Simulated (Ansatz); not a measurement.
AlClGeH$_{4}$. Charge 0, multiplicity 1. The bonds changed during the relaxation, so this is another structure than the one it started from.

Z-matrix (Å, degrees):
```
Al
Cl 1 2.343
Ge 1 2.464 2 59.5
H 1 1.578 2 109.4 3 -108.6
H 1 1.578 2 109.4 3 108.6
H 3 1.546 1 125.8 2 -78.2
H 3 1.546 1 125.8 2 78.2
```

List the harmonic frequencies (cm⁻¹, unscaled) at PBE0-D4/def2-TZVP in Ansatz. (An estimate is asked.)

The calculation gave: 180, 275, 287, 373, 411, 455, 532, 576, 655, 728, 888, 1943, 1960, 2109, 2125.

Is this a minimum?

Yes, all 15 modes are real.

Give the ideal-gas thermochemistry at 298.15 K and 1 bar (rigid rotor, harmonic oscillator; point group Cs, symmetry number 1).

Zero-point energy 80.7 kJ/mol; H(298) − E = 98.6 kJ/mol; entropy 324.3 J/(mol·K), of which translation 170.4, rotation 112.0, vibration 41.9; G(298) − E = 2.0 kJ/mol.
